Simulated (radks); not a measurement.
Spherical quantum dot in the effective-mass picture: electrons in a well V = -V0 / (1 + exp((r - R)/a)) with V0 = 9.43, R = 4.52, a = 0.24, all in effective atomic units (hartree* = m*/eps^2 hartree, bohr* = eps/m* bohr), one dielectric constant everywhere. Method: non-relativistic Kohn-Sham, LDA (Slater exchange, Perdew-Wang correlation), spin-polarised, spherical densities; computed with a radial shooting solver with Libxc functionals. Levels are named by radial order and angular momentum (1s, 1p, 1d, 2s, ...), and open shells are averaged over m.

N = 24, configuration 1s2 1p6 1d10 1f(up 6, down 0). This is the lowest configuration that the search found. Occupied and some empty levels:

| level | occupation | eigenvalue (hartree*) | <r> (bohr*) |
|---|---|---|---|
| 1s up | 1 | -2.4524 | 3.086 |
| 1s down | 1 | -2.4020 | 3.064 |
| 1p up | 3 | -2.3286 | 3.192 |
| 1p down | 3 | -2.2756 | 3.181 |
| 1d up | 5 | -2.1114 | 3.292 |
| 1d down | 5 | -2.0565 | 3.286 |
| 1f up | 6 | -1.8135 | 3.381 |
| 1f down | 0 | -1.7573 | 3.379 |
| 2s up | 0 | -1.5346 | 2.094 |
| 2s down | 0 | -1.5156 | 2.090 |
| 1g up | 0 | -1.4428 | 3.461 |
| 1g down | 0 | -1.3861 | 3.461 |
| 2p up | 0 | -1.1424 | 2.471 |
| 2p down | 0 | -1.1162 | 2.465 |
| 2d up | 0 | -0.67853 | 2.720 |
| 2d down | 0 | -0.64698 | 2.714 |

Energy (hartree*): total -128.900, kinetic 16.881, external -218.06, Hartree 81.280, exchange-correlation -9.0016.

Electron density:

| r (bohr*) | n(r) (e/bohr*^3) |
|---|---|
| 0.133 | 0.002382 |
| 0.467 | 0.003046 |
| 0.801 | 0.004805 |
| 1.14 | 0.008516 |
| 1.47 | 0.01563 |
| 1.80 | 0.02812 |
| 2.14 | 0.04774 |
| 2.47 | 0.07444 |
| 2.80 | 0.1029 |
| 3.14 | 0.1200 |
| 3.47 | 0.1097 |
| 3.81 | 0.06998 |
| 4.14 | 0.02668 |
| 4.47 | 0.005342 |
| 4.81 | 0.0006100 |
| 5.14 | 0.00005303 |
| 5.48 | 4.375e-06 |
| 5.81 | 3.679e-07 |
| 6.14 | 3.222e-08 |
| 6.48 | 2.967e-09 |
